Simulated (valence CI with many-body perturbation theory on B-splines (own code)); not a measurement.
Basis-set convergence for Yb30+

Calculated by valence CI with perturbative core correlation (CI+MBPT): four valence electrons over a frozen Dirac-Fock core [Kr], radial functions for each j: 7 s, 7 p, 8 d, 6 f, 4 g, 1 h, with the one-electron correlation potential Σ1, the two-electron term Σ2, the three-electron term Σ3, Breit, model QED; selected CI, second order for the rest, scaled by the run's own slope (own B-spline code, finite nucleus).

No measured spectrum was set against this ion. As an estimate, large intervals hold to a few tenths of a per cent, small ones and those within an open d or f shell to about a per cent. Only levels of the ground parity were solved; by the run's estimate the other parity begins above the list, which can be wrong where configurations are misplaced.

The reference run has the lowest level (4d3/2^4) J=0 and an ionisation energy of 1176.78 eV. Its largest variational space holds 18675 state functions.

Levels are named by their leading jj configuration (3d3/2^4 stands for four electrons in 3d with j = 3/2), which in mixed levels can hold well under half, so a name can repeat and another be missing. Letters in brackets count levels of one name in rising energy.

Changed runs:
A. basis 6 s, 6 p, 5 d, 5 f, 1 g
B. basis 5 s, 5 p, 4 d, 4 f

Excitation energies of the reference run in cm⁻¹, and shifts in cm⁻¹:

```tsv
Level	Reference	A	B
(4d3/2^3 4d5/2) J=1	79859	-223	-484
(4d3/2^3 4d5/2) J=2	114094	-184	-134
(4d3/2^3 4d5/2) J=4	116162	-8.2	+263
(4d3/2^3 4d5/2) J=3	125653	-107	+152
(4d3/2^2 4d5/2^2) J=0 [a]	186819	-172	-376
(4d3/2^2 4d5/2^2) J=2 [a]	194623	-101	+265
(4d3/2^2 4d5/2^2) J=4 [a]	194941	-203	-218
(4d3/2^2 4d5/2^2) J=3 [a]	199657	-196	-18
(4d3/2^2 4d5/2^2) J=5	213423	-88	+292
(4d3/2^2 4d5/2^2) J=1	221091	-76	+408
(4d3/2^2 4d5/2^2) J=6	223359	-18	+504
(4d3/2^2 4d5/2^2) J=4 [b]	235138	+18	+612
Ionisation energy (eV)	1176.78	-0.07	-0.15
```
